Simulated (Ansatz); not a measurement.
Ansatz (a program for electronic structure) input (B3LYP-D3(BJ)/def2-TZVP):

Ansatz 0.2 input:
```yaml
crystal:
  periodic: [false, false, false]
  atoms:
    - {symbol: C, position_ang: [-2.87057801, 0.17719764, -0.18765672]}
    - {symbol: C, position_ang: [-2.26902213, -1.08237552, -0.09791864]}
    - {symbol: C, position_ang: [-0.90277900, -1.10308640, -0.01122788]}
    - {symbol: C, position_ang: [-0.09622417, -0.00435635, -0.00586580]}
    - {symbol: C, position_ang: [-0.69941840, 1.24997935, -0.09549082]}
    - {symbol: C, position_ang: [-2.08550486, 1.32597610, -0.18570824]}
    - {symbol: Br, position_ang: [1.79990757, -0.17390200, 0.12025404]}
    - {symbol: H, position_ang: [-3.94814045, 0.25276299, -0.25847278]}
    - {symbol: H, position_ang: [-2.86126090, -1.98831542, -0.09776652]}
    - {symbol: H, position_ang: [-0.09048265, 2.14414676, -0.09410844]}
    - {symbol: H, position_ang: [-2.55572157, 2.29796668, -0.25533492]}
basis:
  gaussian:
    orbitals: def2-TZVP
hamiltonian:
  xc: b3lyp
  dispersion: d3bj
magnetization: {spin_polarized: true, initial_magnetization: 1}
phonons: {temperatures: {t_min: 298.15, t_max: 298.15, t_step: 100}}
```

Output:

```
Functional definition: B3LYP
integrals: 0.24 GiB planned
1669 factors; their error is unknown
0.36 GiB of the device are held for the grids
1.82 GiB of device memory are held for the factors and their scratch space
mean field: 1.99 GiB planned
mean field evaluation 1: about -76306.2734 eV, gradient 6.6e1 eV
mean field evaluation 2: about -76086.7708 eV, gradient 1.9e2 eV
mean field evaluation 4: about -76330.6353 eV, gradient 2.3e1 eV
mean field evaluation 8: about -76333.7822 eV, gradient 4.5e-1 eV
mean field evaluation 16: about -76334.1120 eV, gradient 8.8e-3 eV
mean field -76334.11195989 eV, -2805.2268734064 hartree, gradient 4.2e-5 eV, S^2 0.757433; 0 other end points of the search recorded, 0 dependent functions left out
the calculation of the forces begins
reference -76334.11223759 eV, -2805.2268836119 hartree; 38, 37 occupied and 220, 221 virtual orbitals, 1669 factors
these checks for a lower state are left out or cut short: stability, starts, cluster_reference, orbital_swaps, neighbouring_geometries, increment
integrals: 0.24 GiB planned
1669 factors; their error is unknown
0.36 GiB of the device are held for the grids
1.82 GiB of device memory are held for the factors and their scratch space
mean field: 1.99 GiB planned
mean field evaluation 32: about -76334.1117 eV, gradient 2.3e-6 eV
mean field -76334.11171972 eV, -2805.2268645805 hartree, gradient 3.0e-6 eV, S^2 0.757424; 0 other end points of the search recorded, 0 dependent functions left out
the calculation of the forces begins
reference -76334.11199749 eV, -2805.2268747881 hartree; 38, 37 occupied and 220, 221 virtual orbitals, 1669 factors
these checks for a lower state are left out or cut short: stability, starts, cluster_reference, orbital_swaps, neighbouring_geometries, increment
integrals: 0.24 GiB planned
1669 factors; their error is unknown
0.36 GiB of the device are held for the grids
1.82 GiB of device memory are held for the factors and their scratch space
mean field: 1.99 GiB planned
mean field -76334.11175749 eV, -2805.2268659685 hartree, gradient 3.2e-6 eV, S^2 0.757442; 0 other end points of the search recorded, 0 dependent functions left out
the calculation of the forces begins
reference -76334.11203514 eV, -2805.2268761719 hartree; 38, 37 occupied and 220, 221 virtual orbitals, 1669 factors
these checks for a lower state are left out or cut short: stability, starts, cluster_reference, orbital_swaps, neighbouring_geometries, increment
integrals: 0.24 GiB planned
1669 factors; their error is unknown
0.36 GiB of the device are held for the grids
1.82 GiB of device memory are held for the factors and their scratch space
mean field: 2.00 GiB planned
mean field -76334.11184215 eV, -2805.2268690798 hartree, gradient 3.5e-6 eV, S^2 0.757422; 0 other end points of the search recorded, 0 dependent functions left out
the calculation of the forces begins
reference -76334.11211986 eV, -2805.2268792852 hartree; 38, 37 occupied and 220, 221 virtual orbitals, 1669 factors
these checks for a lower state are left out or cut short: stability, starts, cluster_reference, orbital_swaps, neighbouring_geometries, increment
integrals: 0.24 GiB planned
1669 factors; their error is unknown
0.36 GiB of the device are held for the grids
1.82 GiB of device memory are held for the factors and their scratch space
mean field: 2.00 GiB planned
mean field -76334.11184806 eV, -2805.2268692967 hartree, gradient 3.0e-6 eV, S^2 0.757445; 0 other end points of the search recorded, 0 dependent functions left out
[...]
0.36 GiB of the device are held for the grids
1.82 GiB of device memory are held for the factors and their scratch space
mean field: 2.00 GiB planned
mean field -76334.11193420 eV, -2805.2268724623 hartree, gradient 2.8e-6 eV, S^2 0.757435; 0 other end points of the search recorded, 0 dependent functions left out
the calculation of the forces begins
reference -76334.11221193 eV, -2805.2268826687 hartree; 38, 37 occupied and 220, 221 virtual orbitals, 1669 factors
these checks for a lower state are left out or cut short: stability, starts, cluster_reference, orbital_swaps, neighbouring_geometries, increment
integrals: 0.24 GiB planned
1669 factors; their error is unknown
0.36 GiB of the device are held for the grids
1.82 GiB of device memory are held for the factors and their scratch space
mean field: 1.99 GiB planned
mean field evaluation 288: about -76334.1119 eV, gradient 1.8e-6 eV
mean field -76334.11189389 eV, -2805.2268709811 hartree, gradient 2.6e-6 eV, S^2 0.757433; 0 other end points of the search recorded, 0 dependent functions left out
the calculation of the forces begins
reference -76334.11217155 eV, -2805.2268811850 hartree; 38, 37 occupied and 220, 221 virtual orbitals, 1669 factors
these checks for a lower state are left out or cut short: stability, starts, cluster_reference, orbital_swaps, neighbouring_geometries, increment
integrals: 0.24 GiB planned
1669 factors; their error is unknown
0.36 GiB of the device are held for the grids
1.82 GiB of device memory are held for the factors and their scratch space
mean field: 2.00 GiB planned
mean field -76334.11193834 eV, -2805.2268726146 hartree, gradient 2.7e-6 eV, S^2 0.757434; 0 other end points of the search recorded, 0 dependent functions left out
the calculation of the forces begins
reference -76334.11221609 eV, -2805.2268828216 hartree; 38, 37 occupied and 220, 221 virtual orbitals, 1669 factors
these checks for a lower state are left out or cut short: stability, starts, cluster_reference, orbital_swaps, neighbouring_geometries, increment
integrals: 0.24 GiB planned
1669 factors; their error is unknown
0.36 GiB of the device are held for the grids
1.82 GiB of device memory are held for the factors and their scratch space
mean field: 2.00 GiB planned
mean field -76334.11191850 eV, -2805.2268718854 hartree, gradient 2.5e-6 eV, S^2 0.757433; 0 other end points of the search recorded, 0 dependent functions left out
the calculation of the forces begins
reference -76334.11219623 eV, -2805.2268820918 hartree; 38, 37 occupied and 220, 221 virtual orbitals, 1669 factors
these checks for a lower state are left out or cut short: stability, starts, cluster_reference, orbital_swaps, neighbouring_geometries, increment
integrals: 0.24 GiB planned
1669 factors; their error is unknown
0.36 GiB of the device are held for the grids
1.82 GiB of device memory are held for the factors and their scratch space
mean field: 2.00 GiB planned
mean field -76334.11190915 eV, -2805.2268715420 hartree, gradient 2.7e-6 eV, S^2 0.757433; 0 other end points of the search recorded, 0 dependent functions left out
the calculation of the forces begins
reference -76334.11218683 eV, -2805.2268817465 hartree; 38, 37 occupied and 220, 221 virtual orbitals, 1669 factors
these checks for a lower state are left out or cut short: stability, starts, cluster_reference, orbital_swaps, neighbouring_geometries, increment
integrals: 0.24 GiB planned
1669 factors; their error is unknown
0.36 GiB of the device are held for the grids
1.82 GiB of device memory are held for the factors and their scratch space
mean field: 1.99 GiB planned
mean field -76334.11194282 eV, -2805.2268727790 hartree, gradient 2.7e-6 eV, S^2 0.757434; 0 other end points of the search recorded, 0 dependent functions left out
the calculation of the forces begins
reference -76334.11222055 eV, -2805.2268829855 hartree; 38, 37 occupied and 220, 221 virtual orbitals, 1669 factors
these checks for a lower state are left out or cut short: stability, starts, cluster_reference, orbital_swaps, neighbouring_geometries, increment
integrals: 0.24 GiB planned
1669 factors; their error is unknown
0.36 GiB of the device are held for the grids
1.82 GiB of device memory are held for the factors and their scratch space
mean field: 1.99 GiB planned
mean field evaluation 320: about -76333.7831 eV, gradient 5.1e-1 eV
mean field -76334.11188935 eV, -2805.2268708143 hartree, gradient 2.6e-6 eV, S^2 0.757433; 0 other end points of the search recorded, 0 dependent functions left out
the calculation of the forces begins
reference -76334.11216703 eV, -2805.2268810188 hartree; 38, 37 occupied and 220, 221 virtual orbitals, 1669 factors
these checks for a lower state are left out or cut short: stability, starts, cluster_reference, orbital_swaps, neighbouring_geometries, increment
integrals: 0.24 GiB planned
1669 factors; their error is unknown
0.36 GiB of the device are held for the grids
1.82 GiB of device memory are held for the factors and their scratch space
mean field: 2.00 GiB planned
mean field -76334.11190722 eV, -2805.2268714708 hartree, gradient 2.6e-6 eV, S^2 0.757433; 0 other end points of the search recorded, 0 dependent functions left out
the calculation of the forces begins
reference -76334.11218490 eV, -2805.2268816756 hartree; 38, 37 occupied and 220, 221 virtual orbitals, 1669 factors
these checks for a lower state are left out or cut short: stability, starts, cluster_reference, orbital_swaps, neighbouring_geometries, increment
integrals: 0.24 GiB planned
1669 factors; their error is unknown
0.36 GiB of the device are held for the grids
1.82 GiB of device memory are held for the factors and their scratch space
mean field: 1.99 GiB planned
mean field -76334.11194204 eV, -2805.2268727506 hartree, gradient 2.6e-6 eV, S^2 0.757433; 0 other end points of the search recorded, 0 dependent functions left out
the calculation of the forces begins
reference -76334.11221976 eV, -2805.2268829567 hartree; 38, 37 occupied and 220, 221 virtual orbitals, 1669 factors
these checks for a lower state are left out or cut short: stability, starts, cluster_reference, orbital_swaps, neighbouring_geometries, increment
integrals: 0.24 GiB planned
1669 factors; their error is unknown
0.36 GiB of the device are held for the grids
1.82 GiB of device memory are held for the factors and their scratch space
mean field: 1.99 GiB planned
mean field -76334.11193367 eV, -2805.2268724429 hartree, gradient 2.7e-6 eV, S^2 0.757433; 0 other end points of the search recorded, 0 dependent functions left out
the calculation of the forces begins
reference -76334.11221142 eV, -2805.2268826501 hartree; 38, 37 occupied and 220, 221 virtual orbitals, 1669 factors
these checks for a lower state are left out or cut short: stability, starts, cluster_reference, orbital_swaps, neighbouring_geometries, increment
integrals: 0.24 GiB planned
1669 factors; their error is unknown
0.36 GiB of the device are held for the grids
1.82 GiB of device memory are held for the factors and their scratch space
mean field: 2.00 GiB planned
mean field evaluation 352: about -76334.1112 eV, gradient 5.1e-1 eV
mean field -76334.11188710 eV, -2805.2268707315 hartree, gradient 2.6e-6 eV, S^2 0.757433; 0 other end points of the search recorded, 0 dependent functions left out
the calculation of the forces begins
reference -76334.11216476 eV, -2805.2268809353 hartree; 38, 37 occupied and 220, 221 virtual orbitals, 1669 factors
Total energy: -76334.71152513 eV, -2805.2489070226 hartree
Atom 0 at    -2.870578     0.177198    -0.187657 Å, force     0.000511     0.000259     0.000021 eV/Å
Atom 1 at    -2.269022    -1.082376    -0.097919 Å, force     0.000565     0.000180     0.000028 eV/Å
Atom 2 at    -0.902779    -1.103086    -0.011228 Å, force    -0.000318     0.000133    -0.000025 eV/Å
Atom 3 at    -0.096224    -0.004356    -0.005866 Å, force     0.000363     0.000067     0.000020 eV/Å
Atom 4 at    -0.699418     1.249979    -0.095491 Å, force     0.000386    -0.000583     0.000048 eV/Å
Atom 5 at    -2.085505     1.325976    -0.185708 Å, force    -0.000646     0.000497    -0.000061 eV/Å
Atom 6 at     1.799908    -0.173902     0.120254 Å, force    -0.000547    -0.000014    -0.000034 eV/Å
Atom 7 at    -3.948140     0.252763    -0.258473 Å, force     0.000137    -0.000082     0.000012 eV/Å
Atom 8 at    -2.861261    -1.988315    -0.097767 Å, force    -0.000093    -0.000194     0.000002 eV/Å
Atom 9 at    -0.090483     2.144147    -0.094108 Å, force    -0.000322    -0.000253    -0.000010 eV/Å
Atom 10 at    -2.555722     2.297967    -0.255335 Å, force    -0.000038    -0.000009    -0.000002 eV/Å
Dipole moment:    -0.427601     0.176824    -0.034157 e Å
Vibrations: 162.00 234.15 311.75 414.98 482.35 620.46 670.27 676.18 745.24 848.15 937.59 970.39 981.60 1036.57 1087.52 1123.69 1179.12 1248.80 1323.67 1441.67 1463.34 1563.72 1622.58 3173.01 3183.87 3191.27 3201.12 cm⁻¹, zero-point energy 2.101226 eV
```

It need not be the lowest isomer of its formula.
